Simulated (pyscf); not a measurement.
`[OH][Sb]([OH])[SH]`, singlet

Gas-phase minimum from PySCF at ωB97X-D3(BJ)/def2-SVP, one conformer. 

```xyz
7

O      1.0859     1.9280    -1.2130
Sb    -0.6738     1.9012    -0.3074
O     -0.0586     0.7852     1.2081
S     -1.5655     0.0267    -1.5829
H      1.1565     1.1816    -1.8252
H      0.8581     0.5181     1.0452
H     -1.0739    -0.8307    -0.6661
```
Charge 0, spin multiplicity 1.

Bond lengths (Å): O1–Sb2 1.979, O1–H5 0.968, Sb2–O3 1.980, Sb2–S4 2.436, O3–H6 0.969, S4–H7 1.348. Angles (°): Sb2–O1–H5 110.1, O1–Sb2–O3 94.7, O1–Sb2–S4 95.5, O3–Sb2–S4 94.6, Sb2–O3–H6 108.7, Sb2–S4–H7 90.0.

Properties at ωB97X-D3(BJ)/def2-SVP:

* **Harmonic wavenumbers, unscaled**: 132, 139, 195, 234, 278, 367, 375, 624, 642, 687, 862, 885, 2757, 3851, 3856 cm⁻¹
* **Zero-point energy**: 22.7 kcal/mol
* **Rotational symmetry number**: 1
* **Entropy of this conformer at 298 K and 1 atm, rigid rotor and harmonic oscillator, modes under 100 cm⁻¹ raised to 100**: 350.2 J/(mol K)
* **Dipole moment**: 0.41 D

Single-point totals, which compare only within one level (frozen core for MP2 and CC):

```tsv
level	total energy (hartree)
ωB97X-D3(BJ)/def2-TZVP	-790.96288
PBE/def2-TZVP	-790.51899
r²SCAN/def2-TZVP	-790.84243
B3LYP-D3(BJ)/def2-TZVP	-790.95813
PBE0-D3(BJ)/def2-TZVP	-790.55732
M06-2X/def2-TZVP	-790.68874
ωB97M-D3(BJ)/def2-TZVP	-790.97551
HF/def2-TZVPP	-788.40235
MP2/def2-TZVPP	-789.41720
CCSD/def2-TZVPP	-789.42394
CCSD(T)/def2-TZVPP	-789.46344
```

Soft torsions are taken as harmonic, which can shift the entropy by several J/(mol K). The CCSD(T) − MP2 part came from Ansatz, without density fitting, on the same reference. The frozen core leaves the outer d or s,p core shells of the metals and heavy elements correlated in the MP2 and CC values, and def2-TZVPP describes them poorly, so these totals are far from the basis limit. Elements past Kr carry the def2 core potentials, without spin-orbit coupling.
